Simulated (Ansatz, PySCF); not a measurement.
Species: sum formula H4SiNO3, charge 0, multiplicity 2. It need not be the lowest isomer of its formula. 
Structure (B3LYP-D3(BJ)/def2-TZVP (Ansatz, a quantum-chemistry and plane-wave program) minimum search):
SMILES: N[Si]([O])(O)O
```xyz
9

Si     0.0562     0.0601    -0.0297
O      1.3025    -0.6478    -0.7737
O      0.4121     0.7716     1.4024
O     -0.7908     1.1283    -0.9223
N     -0.9093    -1.3613     0.1815
H      1.2487     0.5371     1.8117
H     -1.0281     1.9616    -0.5087
H     -1.4290    -1.7261    -0.6046
H     -0.6028    -2.1016     0.7960
```
Charge 0, spin multiplicity 2.

Total electronic energies in hartree. Cores are frozen in the correlated levels unless marked. UHF or UKS for open shells. No spin-orbit coupling. Non-relativistic. CBS(X,Y): correlation extrapolated as X^-3; Hartree-Fock from the larger set. The bracket is a focal-point correction in the basis named.

| level | program | energy (Eh) |
|---|---|---|
| HF/6-31G | Ansatz | -570.20548 |
| HF/def2-TZVPD | PySCF | -570.58552 |
| HF-D3(BJ)/def2-TZVPD | PySCF + dftd3 | -570.63670 |
| RI-HF/cc-pV(T+d)Z | Ansatz | -570.57846 |
| PBE-D3(BJ)/def2-TZVPD | Ansatz + dftd3 | -572.13767 |
| revPBE-D4/def2-TZVPD | Ansatz + dftd4 | -572.44689 |
| revPBE/def2-TZVPD | Ansatz | -572.42514 |
| r2SCAN-D3(BJ)/def2-TZVPD | Ansatz + dftd3 | -572.42497 |
| PBE0/STO-3G | Ansatz | -564.66840 |
| PBE0-D4/def2-TZVPD | Ansatz + dftd4 | -572.15924 |
| PBE0/def2-TZVP | Ansatz | -572.14975 |
| PBE0/def2-TZVPD | Ansatz | -572.15358 |
| TPSSh/def2-TZVPD | PySCF | -572.58824 |
| r2SCANh/def2-TZVPD | Ansatz | -572.40243 |
| r2SCAN0/def2-TZVPD | Ansatz | -572.37319 |
| HSE06-D4/def2-TZVPD | Ansatz + dftd4 | -572.14003 |
| CAM-B3LYP-D4/def2-TZVPD | Ansatz + dftd4 | -572.50277 |
| CAM-B3LYP/def2-TZVPD | Ansatz | -572.49709 |
| wB97X-V/def2-TZVPD | Ansatz | -572.43269 |
| CCSD/6-31G | Ansatz | -570.71906 |
| CCSD/6-31G* | Ansatz | -571.17115 |
| CCSD(T)/cc-pV(T+d)Z | Ansatz | -571.64100 |
| RI-MP2/CBS(cc-pV(T+d)Z,cc-pV(Q+d)Z)+[CCSD(T)-MP2]/cc-pV(T+d)Z | Ansatz | -571.8096 |

Totals of different functionals don't rank their quality; only differences between species are comparable.
